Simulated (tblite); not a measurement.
Isomers of C6H14N2Si2. Computed values, GFN2-xTB/tblite, gas phase, harmonic and unscaled. Against measured fundamentals such values can be off by several per cent, at times by over 20. Modes of hydrogen on silicon can be 10 to 20 % off. One conformer each.

Electronic energies: GFN2-xTB at the same geometries; isomer energies are rough at this level and their order can be wrong.

```json
{"SMILES": "C[Si@@H]([SiH2]N)[C@H]1C[C@@H](C#N)C1", "electronic energy, lowest = 0 (kJ/mol)": "165.4"}
{"SMILES": "C[SiH2]N[SiH2][C@@H]1CC[C@H]1C#N", "electronic energy, lowest = 0 (kJ/mol)": "40.2"}
{"SMILES": "N#C[SiH2]N[SiH2]C1CCCC1", "electronic energy, lowest = 0 (kJ/mol)": "0.0"}
{"SMILES": "CN(C)[Si@H]1C=C[Si@H](N)C=C1", "electronic energy, lowest = 0 (kJ/mol)": "162.7"}
```

Problem. How do GFN2-xTB zero-point energies change the relative energies?

Solution. 
| SMILES | ZPE (kJ/mol) | of it from modes above 1550 cm⁻¹ | electronic (kJ/mol) | with ZPE, lowest = 0 (kJ/mol) | lowest mode (cm⁻¹) | rings |
| --- | --- | --- | --- | --- | --- | --- |
| N#C[SiH2]N[SiH2]C1CCCC1 | 490.0 | 248.7 | 0.0 | 0.0 | 5 | 1 |
| C[SiH2]N[SiH2][C@@H]1CC[C@H]1C#N | 481.5 | 250.2 | 40.2 | 31.8 | 17 | 1 |
| CN(C)[Si@H]1C=C[Si@H](N)C=C1 | 490.4 | 264.3 | 162.7 | 163.2 | 14i | 1 |
| C[Si@@H]([SiH2]N)[C@H]1C[C@@H](C#N)C1 | 487.5 | 256.0 | 165.4 | 163.0 | 16 | 1 |

The zero-point energies span 8.9 kJ/mol, from `C[SiH2]N[SiH2][C@@H]1CC[C@H]1C#N` to `CN(C)[Si@H]1C=C[Si@H](N)C=C1`. Slightly imaginary modes are left out of the zero-point energy: `CN(C)[Si@H]1C=C[Si@H](N)C=C1` 13.7i cm⁻¹. The lowest isomer stays, but the order above it changes.
